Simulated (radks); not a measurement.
Values are calculated unless marked as measured or tabulated.
Ag XXIII, 25 electrons, occupied as [Ne] 3s2 3p5.5 3d7.5 (fractional occupations, a model configuration).

Code: a radial shooting solver on a logarithmic mesh with Libxc functionals. Model: scalar-relativistic Kohn-Sham, exchange-only PBE, spin-unpolarised, spherical densities, finite nucleus; Fermi nuclear charge, rms radius 4.5454 fm.

Energy parts (eV):
part                   energy
total             -137651.240
kinetic            143288.109
electron-nucleus  -313030.114
Hartree             35409.700
exchange            -3318.935

Orbitals (lengths in bohr, moments of r in powers of bohr):
orbital  occ.  eigenvalue (eV)      <r^4>     <r^2>
1s          2        -26105.11  4.448e-06  0.001308
2s          2        -4485.429  0.0007780   0.02131
2p          6        -4105.179  0.0005556   0.01677
3s          2        -1365.043    0.03084    0.1435
3p        5.5        -1239.849    0.03131    0.1417
3d        7.5        -1050.901    0.02558    0.1206

The highest occupied level is 3d at -1050.9 eV. The electron density at the nucleus is 1.492e+05 e/bohr^3 (large components only). Summed over all electrons, <r^2> = 2.117 bohr^2, which gives a Langevin (diamagnetic) susceptibility term of -1.68 x 10^-6 cm^3/mol. The density falls to 0.001 e/bohr^3 at r = 1.09 bohr.
